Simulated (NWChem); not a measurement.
System: SiH4TeO; SMILES O[Te][SiH3]

```xyz
7

Te     0.3271     0.5041    -0.0045
O     -1.6390     0.9496    -0.0671
H     -1.9180     1.0364     0.8538
Si    -0.1053    -1.9638    -0.0054
H      1.2361    -2.6228     0.0304
H     -0.8448    -2.3697    -1.2349
H     -0.8954    -2.3595     1.1979
```
Atoms are numbered in this order, from 1.

Program: NWChem. Coordinates come from a PBE0/def2-SVP optimisation. def2 effective core potentials on Te; no spin-orbit coupling. Hybrids' shares of exact exchange are those that their runs print; pure functionals count as 0. The functionals differ in more than this share.

| row | share of exact exchange | orbital gap (eV) |
|---|---|---|
| PBE/def2-SVP | 0.00 | 2.55 |
| KT2/def2-SVP | 0.00 | 2.49 |
| B3LYP/def2-SVP | 0.20 | 4.09 |
| PBE0/def2-SVP | 0.25 | 4.53 |
| Hartree-Fock/def2-SVP | 1.00 | withheld |

### Question
Fit a straight line of the last column on the one before it, predict the withheld value, and compare with the run.

### Answer

1. Means of the 4 shown rows: x = 0.113, y = 3.415. Slope Σ(x − x̄)(y − ȳ)/Σ(x − x̄)² = 0.4138/0.05188 = 7.976; intercept 2.518.
2. The shown rows scatter about the line by 0.026 (root mean square); the largest residual is +0.03, at PBE/def2-SVP.
3. At x = 1.00 (Hartree-Fock/def2-SVP; beyond the shown range) the line gives 10.49.
4. The run gives 10.37, -0.12 from the line, 4.6 times the scatter.
